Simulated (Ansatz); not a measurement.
Reaction (substitution at a C–Ga bond): `C#[C][Ga]([F])[F]` + `OCS` → `C#CSCO` + `[F][GaH][F]`

Gas-phase electronic energies from Ansatz, PBE0-D4/def2-TZVP geometries. CCSD(T)/CBS adds triple-zeta CCSD(T) − MP2 to the extrapolated MP2 energy (def2 sets, frozen cores). DFT in def2-TZVPP. HSE06 is defined as in plane-wave codes. For Ga outer-core shells are correlated without core-valence functions, which leaves a few kJ/mol of doubt a bond. Scalar relativity is left out up to krypton. One conformer a species, not always the lowest.

`C#[C][Ga]([F])[F]`:

Cartesian coordinates in Å:
```
C -1.598 -0.735 0.670
C -0.574 -0.265 0.241
Ga 1.017 0.468 -0.427
F 1.884 -0.195 -1.774
F 1.774 1.879 0.240
H -2.503 -1.152 1.050
```

`OCS`:

```xyz
7

O    -0.225    0.514    1.109
C     0.341    0.088   -0.104
S    -0.903    0.029   -1.394
H     0.461    0.495    1.783
H     1.092    0.794   -0.480
H     0.810   -0.897   -0.009
H    -1.576   -1.024   -0.904
```

`C#CSCO`:

```xyz
9

C    -1.381   -0.813   -1.878
C    -0.978   -0.857   -0.744
S    -0.445   -0.987    0.838
C     0.429    0.605    1.043
O     1.570    0.752    0.272
H    -1.735   -0.767   -2.881
H    -0.253    1.409    0.774
H     0.625    0.637    2.123
H     2.168    0.020    0.454
```

`[F][GaH][F]`:

```xyz
4

F    -0.463    1.498   -0.617
Ga   -0.069   -0.074    0.017
F     1.635   -0.243    0.325
H    -1.103   -1.180    0.275
```

Problem. Is it downhill or uphill in electronic energy at CCSD(T)/CBS, and by how much? (Best estimate.)

Solution. Computed: Uphill: ΔE = +0.52 eV.

Problem. What do these levels give: revPBE-D4, r2SCAN-D4, B97M-V, BHLYP-D4, ωB97M-V, B2PLYP, PBE0, HSE06, LC-ωPBE, MP2/def2-SVP, HF/def2-QZVPP, SCS-MP2/def2-QZVPP? (An estimate is asked.)

Solution. The calculation gave: revPBE-D4 0.23, r2SCAN-D4 0.32, B97M-V 0.30, BHLYP-D4 0.46, ωB97M-V 0.44, B2PLYP 0.44, PBE0 0.35, HSE06 0.35, LC-ωPBE 0.44, MP2/def2-SVP 0.51, HF/def2-QZVPP 0.64, SCS-MP2/def2-QZVPP 0.52 eV.

Largest T1 diagnostic among the species: 0.015.

Leaving LDA and LC-ωPBE aside and taking each functional with its dispersion term where it has one, the values spread over 0.24 eV, from revPBE-D4 to BHLYP-D4. LDA lies −0.10 eV from PBE without D4. From BLYP to BHLYP (50 % exact exchange), in def2-TZVPP and without D4, ΔE moves by +0.16 eV. In def2-TZVPP, CCSD(T) changes the Hartree–Fock value by −0.08 eV (the triples alone add −0.04 eV) and MP2 by −0.14 eV.
